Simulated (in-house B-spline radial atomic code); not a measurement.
**RPA and G0W0 on BLYP: Ar⁶⁺**

Configuration [Ne] 3s2, mean-field start BLYP. Computed with an all-electron radial atomic-structure program (B-spline basis): all electrons, scalar-relativistic (spin-free one-electron X2C), finite nucleus, each spin shell either full or empty, empty states to l = 9 with an (l + 1/2)⁻⁴ tail; G0W0 by contour deformation at full frequency.

Command:
```bash
python run_gw.py task.json out
```
Settings (radii: box in bohr, nucleus in fm):
```
Z                        18
electrons                12
configuration            [Ne] 3s2
hamiltonian              x2c
method                   b88,lyp
lmax                     9
rms_radius               3.4274
spin_polarised           False
box_radius               9.29
intervals                68
ion_configuration        [Ne] 3s1
```

Run time, properties included: 1.7 s on 1 thread of Intel(R) Xeon(R) 6975P-C, with other jobs on the host.

Energies (hartree):

```csv
term,value
mean-field total,-518.04782
Hartree-Fock functional on these orbitals,-517.48584
direct second order,-0.89138
second-order exchange,0.32847
SOSEX correction,0.2911
```

Problem. What is the RPA correlation energy, and what remains with SOSEX?

Solution. RPA gives -0.78321 hartree (-1.78 eV per electron); RPA + SOSEX gives -0.49211, and the second-order doubles -0.56291 hartree (no singles). SOSEX takes back 37 % of the RPA value.

Quasi-particle levels (eV):

```csv
level,occupied,mean field,Σx - vxc,Σc,QP weight,G0W0
3s,yes,-116.08,-6.39,?,?,?
2p,yes,-343.45,-29.73,4.69,0.937,-368.49
3p,no,-99.25,9.66,-2.20,0.946,-91.78
```

G0W0 = mean field + (Σx - vxc) + Σc, with Σc (partial-wave tail included) taken at the quasi-particle energy. Levels of low weight are left out.

Problem. Where does G0W0 put 3s?

Solution. At -125.00 eV, with Σc = -2.52 eV and a quasi-particle weight of 0.958. The tabulated removal energy is 124.41 ± 0.06 eV (NIST, semi-empirical); the calculation leaves out spin-orbit coupling, Breit and QED terms, and what these don't explain is the method's own error.

Problem. What does it cost to remove one electron (to [Ne] 3s1) by differences of total energies, each species on its own start (correlation terms add to the Hartree-Fock functional)?

Solution. BLYP 124.39 eV, Hartree-Fock functional 122.25 eV, + RPA 124.99 eV, + RPA + SOSEX 124.26 eV, + second order 125.12 eV. Tabulated: 124.41 ± 0.06 eV (NIST, semi-empirical); the calculation leaves out spin-orbit coupling, Breit and QED terms, and what these don't explain is the method's own error.
